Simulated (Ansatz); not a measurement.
`[NH2][GeH2][SnH3]` + H₂ → `[SnH4]` + `[NH2][GeH3]`  (hydrogenolysis of the Sn–Ge bond)

Gas-phase electronic energies from Ansatz, PBE0-D4/def2-TZVP geometries. CBS: MP2 limit from def2 TZ/QZ plus the TZ coupled-cluster correction, frozen cores. This one scheme is used for every species. DFT in def2-TZVPP. def2 core potentials past Kr. For Ge, Sn outer-core shells are correlated without core-valence functions, which leaves a few kJ/mol of doubt a bond. Scalar relativity is left out up to krypton. Each species was taken in one conformer, which may not be the lowest.

`[NH2][GeH2][SnH3]`:

```xyz
10

N     1.291   -0.151   -1.429
Ge    0.332    0.900   -0.247
Sn   -1.268   -0.693    1.040
H     1.859   -0.853   -0.974
H     1.888    0.382   -2.048
H    -0.437    1.916   -1.111
H     1.218    1.701    0.743
H    -0.391   -2.034    1.634
H    -2.508   -1.271    0.022
H    -1.985    0.102    2.371
```

H₂:

Cartesian coordinates in Å:
```
H -0.011 -0.167 -0.334
H 0.011 0.167 0.334
```

`[SnH4]`:

Cartesian coordinates in Å:
```
Sn 0.000 0.000 0.000
H -1.394 0.672 0.712
H 0.730 -1.083 1.094
H 1.098 1.245 -0.385
H -0.434 -0.834 -1.421
```

`[NH2][GeH3]`:

Cartesian coordinates in Å:
```
N 0.223 -1.024 0.501
Ge -0.302 0.573 -0.253
H 0.639 -1.667 -0.159
H 0.861 -0.915 1.277
H -0.952 1.401 0.865
H 0.850 1.397 -0.878
H -1.320 0.235 -1.353
```

| species | BLYP energy (Eh) |
| --- | --- |
| `[NH2][GeH2][SnH3]` | -2350.24912 |
| H₂ | -1.16959 |
| `[SnH4]` | -216.59986 |
| `[NH2][GeH3]` | -2134.81199 |

(1) Work out ΔE.

Largest T1 diagnostic among the species: 0.013.

Answers

(1) ΔE = (-216.59986) + (-2134.81199) − (-2350.24912) − (-1.16959) = 0.00686 Eh = +18.0 kJ/mol. CCSD(T)/CBS gives +28.7 kJ/mol.

From PBE to PBE0 (25 % exact exchange), in def2-TZVPP and without D4, ΔE moves by −4.4 kJ/mol. In def2-TZVPP, CCSD(T) changes the Hartree–Fock value by +23.9 kJ/mol (the triples alone add +4.3 kJ/mol) and MP2 by +32.7 kJ/mol. Leaving LDA and LC-ωPBE aside and taking each functional with its dispersion term where it has one, the values, not all of them listed here, spread over 28.0 kJ/mol, from B97M-V to revPBE-D4.
